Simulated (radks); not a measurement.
The aluminium anion Al- inside a hard spherical wall (all orbitals vanish at R), configuration held at [Ne] 3s2 3p2 and not refilled when levels cross. Calculated with a radial shooting solver on a logarithmic mesh with Libxc functionals: non-relativistic Kohn-Sham, LDA (Slater exchange, VWN5 correlation), spin-unpolarised, spherical densities, point nucleus. Eigenvalues in eV, with the zero of energy where the potential of the charges vanishes at infinity; a dash marks a level that is unbound or too diffuse for the functional's potential to be trusted. A positive occupied level is held by the wall or, in an anion where self-interaction has pushed it up, behind a barrier. The pressure on the wall is -dE/dV.

[
 {"R (bohr)": "15", "E (hartree)": "-241.33035", "kinetic (hartree)": "240.681", "e(2s)": "-101.89", "e(2p)": "-64.583", "e(3s)": "-2.890", "e(3p)": "1.573", "e(4s, empty)": "2.337", "e(4p, empty)": "3.171", "pressure (GPa)": "0.0100"},
 {"R (bohr)": "8", "E (hartree)": "-241.29079", "kinetic (hartree)": "240.799", "e(2s)": "-99.637", "e(2p)": "-62.329", "e(3s)": "-1.167", "e(3p)": "3.363", "e(4s, empty)": "7.250", "e(4p, empty)": "10.128", "pressure (GPa)": "0.814"},
 {"R (bohr)": "6", "E (hartree)": "-241.18798", "kinetic (hartree)": "241.138", "e(2s)": "-96.653", "e(2p)": "-59.338", "e(3s)": "0.870", "e(3p)": "5.872", "e(4s, empty)": "14.747", "e(4p, empty)": "19.153", "pressure (GPa)": "6.80"},
 {"R (bohr)": "5", "E (hartree)": "-241.01624", "kinetic (hartree)": "241.669", "e(2s)": "-93.314", "e(2p)": "-55.990", "e(3s)": "3.309", "e(3p)": "8.930", "e(4s, empty)": "23.880", "e(4p, empty)": "29.404", "pressure (GPa)": "25.1"},
 {"R (bohr)": "4", "E (hartree)": "-240.54163", "kinetic (hartree)": "242.988", "e(2s)": "-87.183", "e(2p)": "-49.836", "e(3s)": "8.657", "e(3p)": "15.508", "e(4s, empty)": "43.401", "e(4p, empty)": "50.278", "pressure (GPa)": "115"},
 {"R (bohr)": "3.5", "E (hartree)": "-240.00291", "kinetic (hartree)": "244.361", "e(2s)": "-82.285", "e(2p)": "-44.912", "e(3s)": "13.944", "e(3p)": "21.816", "e(4s, empty)": "61.922", "e(4p, empty)": "69.390", "pressure (GPa)": "277"},
 {"R (bohr)": "2.5", "E (hartree)": "-236.82307", "kinetic (hartree)": "251.768", "e(2s)": "-64.964", "e(2p)": "-27.368", "e(3s)": "41.516", "e(3p)": "52.621", "e(4s, empty)": "149.23", "e(4p, empty)": "155.06", "pressure (GPa)": "2350"},
 {"R (bohr)": "2", "E (hartree)": "-231.69160", "kinetic (hartree)": "263.157", "e(2s)": "-47.686", "e(2p)": "-9.365", "e(3s)": "82.919", "e(3p)": "95.161", "e(4s, empty)": "263.94", "e(4p, empty)": "262.12", "pressure (GPa)": "9430"},
 {"R (bohr)": "1.5", "E (hartree)": "-216.59424", "kinetic (hartree)": "295.145", "e(2s)": "-11.468", "e(2p)": "29.565", "e(3s)": "197.02", "e(3p)": "202.95", "e(4s, empty)": "542.90", "e(4p, empty)": "511.15", "pressure (GPa)": "55100"}
]
